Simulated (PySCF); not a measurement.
## Assignment exercise: C₅H₈F₂O₂Si

Molfile (atoms numbered from 1):
```
C5H8F2O2Si
     RDKit          3D

 18 18  0  0  0  0  0  0  0  0999 V2000
   -1.0360   -0.2644    1.7852 O   0  0  0  0  0  0  0  0  0  0  0  0
   -1.7270   -0.0567    0.8256 C   0  0  0  0  0  0  0  0  0  0  0  0
   -1.1735   -0.0986   -0.5640 C   0  0  1  0  0  0  0  0  0  0  0  0
   -0.4295    1.2487   -0.7949 C   0  0  0  0  0  0  0  0  0  0  0  0
    0.3081    1.6672    0.3095 O   0  0  0  0  0  0  0  0  0  0  0  0
    1.5048    0.9325    0.5449 C   0  0  0  0  0  0  0  0  0  0  0  0
    1.2612   -0.9681    0.6869 Si  0  0  0  0  0  4  0  0  0  0  0  0
   -0.1563   -1.2346   -0.6083 C   0  0  0  0  0  0  0  0  0  0  0  0
    0.3765   -1.3036   -1.8713 F   0  0  0  0  0  0  0  0  0  0  0  0
   -0.8162   -2.4280   -0.4586 F   0  0  0  0  0  0  0  0  0  0  0  0
   -2.7885    0.2190    0.9285 H   0  0  0  0  0  0  0  0  0  0  0  0
   -1.9484   -0.2272   -1.3233 H   0  0  0  0  0  0  0  0  0  0  0  0
    0.2063    1.1404   -1.6860 H   0  0  0  0  0  0  0  0  0  0  0  0
   -1.1655    2.0366   -0.9751 H   0  0  0  0  0  0  0  0  0  0  0  0
    2.2198    1.1587   -0.2599 H   0  0  0  0  0  0  0  0  0  0  0  0
    1.9068    1.3523    1.4657 H   0  0  0  0  0  0  0  0  0  0  0  0
    2.4263   -1.5672    0.0150 H   0  0  0  0  0  0  0  0  0  0  0  0
    1.0224   -1.6009    1.9686 H   0  0  0  0  0  0  0  0  0  0  0  0
  1  2  2  0
  2  3  1  0
  3  4  1  0
  4  5  1  0
  5  6  1  0
  6  7  1  0
  7  8  1  0
  8  9  1  0
  8 10  1  0
  8  3  1  0
  2 11  1  0
  3 12  1  6
  4 13  1  0
  4 14  1  0
  6 15  1  0
  6 16  1  0
  7 17  1  0
  7 18  1  0
M  END
```

PySCF 2.14.0 with density-fitted response routines calculation with geometry: GFN2-xTB and NMR shieldings at PBE0/pcSseg-1/GIAO; relativity neglected, single conformer, gas phase.

Chemical shifts δ = σref − σ; 13C, 1H vs TMS, all at this level.

(1) Assign these signals to the numbered atoms. 13C{1H} NMR (computed): δ 210.3, 133.1, 69.1, 63.3, 59.1.

(2) Assign these signals to the numbered atoms. 1H NMR (300 MHz, computed): δ 10.20 (m, 1H), 4.88 (m, 1H), 4.23 (m, 1H), 4.19 (m, 1H), 4.02 (m, 1H), 3.82 (m, 1H), 3.76 (m, 1H), 3.15 (m, 1H).

Answers

(1) 
210.3 → C2, aldehyde carbonyl carbon: the double bond to the heteroatom, with no lone-pair donor beside it, deshields it most
133.1 → C8, fully substituted sp3 carbon bonded to 2 F and Si: 2 electronegative neighbours deshield it
69.1 → C4, sp3 CH2 bonded to O: deshielded by the electronegative neighbour
63.3 → C3, sp3 CH α to a carbonyl
59.1 → C6, sp3 CH2 bonded to O and Si: deshielded by the electronegative neighbour

(2) 
| δ (ppm) | atoms | environment | reason |
| --- | --- | --- | --- |
| 10.20 | H11 | hydrogen on an aldehyde carbonyl carbon | the C=O anisotropy and electron withdrawal place aldehyde protons far downfield |
| 4.88 | H18 | hydrogen on a silicon bonded to 2 C, in a 6-membered ring | – |
| 4.23 | H14 | hydrogen on an sp3 CH2 bonded to O | its carbon carries O, which withdraws density |
| 4.19 | H16 | hydrogen on an sp3 CH2 bonded to O and Si | its carbon carries O, hence the downfield position |
| 4.02 | H17 | hydrogen on a silicon bonded to 2 C, in a 6-membered ring | – |
| 3.82 | H13 | hydrogen on an sp3 CH2 bonded to O | its carbon carries O, an electronegative neighbour |
| 3.76 | H15 | hydrogen on an sp3 CH2 bonded to O and Si | its carbon carries O, hence the downfield position |
| 3.15 | H12 | hydrogen on an sp3 CH α to a carbonyl | α to C=O |

H14 and H16; H13 and H15 lie closer than the usual error of such a calculation, so a measured spectrum could show them in the other order.

Splittings by 19F in the carbon and heteronuclear signals aren't shown, as no couplings were computed. Shifts are as computed. Against solution values, carbons near 30 ppm lie about +3 ppm off and those near 130 ppm about +5 ppm. Of 1309 compounds with measured shifts, 239 miss one by over three times the rms of a fit or turn the order of signals round; such compounds aren't used in these exercises. Multiplicities follow the n + 1 count of equivalent neighbours, as no J values were calculated; m marks all less simple cases, F and P coupling included.
